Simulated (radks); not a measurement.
Values are calculated unless marked as measured or tabulated.
Question: Re4+, 71 electrons, occupied as [Kr] 4d10 4f14 5s2 5p4 5d3 6p2 (not the ground configuration). Level of theory: scalar-relativistic Kohn-Sham, SCAN, spin-polarised, spherical densities, finite nucleus; open shells are filled with parallel spins first (spin-orbit coupling, left out, can overturn this in heavy ions); meta-GGA in the generalised Kohn-Sham scheme; Fermi nuclear charge, rms radius 5.3698 fm (a radial shooting solver on a logarithmic mesh with Libxc functionals). Some entries of the table are withheld. Estimate them.

| orbital | occ. | eigenvalue (hartree) | <1/r> (bohr^-1) |
|---|---|---|---|
| 1s up | 1 | -2638.309 | 88.73 |
| 1s down | 1 | -2638.298 | 88.73 |
| 2s up | 1 | -460.3203 | 20.78 |
| 2s down | 1 | -460.3076 | 20.78 |
| 2p up | 3 | -401.9117 | 18.75 |
| 2p down | 3 | -401.8953 | 18.75 |
| 3s up | 1 | -108.7478 | 7.705 |
| 3s down | 1 | -108.7400 | 7.705 |
| 3p up | 3 | -91.41749 | 7.092 |
| 3p down | 3 | -91.40688 | 7.091 |
| 3d up | 5 | -71.73487 | 6.687 |
| 3d down | 5 | -71.71927 | 6.687 |
| 4s up | 1 | -24.70563 | 3.272 |
| 4s down | 1 | -24.68261 | 3.269 |
| 4p up | 3 | -18.99412 | 2.972 |
| 4p down | 3 | -18.97299 | 2.971 |
| 4d up | 5 | -11.80407 | 2.647 |
| 4d down | 5 | -11.77493 | 2.650 |
| 5s up | 1 | -5.43773 | 1.313 |
| 5s down | 1 | -5.27057 | 1.329 |
| 5p up | 3 | -3.94870 | (1) |
| 4f up | 7 | -3.85043 | 2.171 |
| 4f down | 7 | -3.79538 | 2.189 |
| 5p down | 1 | -3.74713 | (2) |
| 5d up | 3 | (3) | (4) |
| 6p up | 2 | -1.33090 | 0.4971 |

Answer: 
(1) 5p up <1/r> (bohr^-1): 1.137
(2) 5p down <1/r> (bohr^-1): 1.154
(3) 5d up eigenvalue (hartree): -2.14975
(4) 5d up <1/r> (bohr^-1): 0.8683
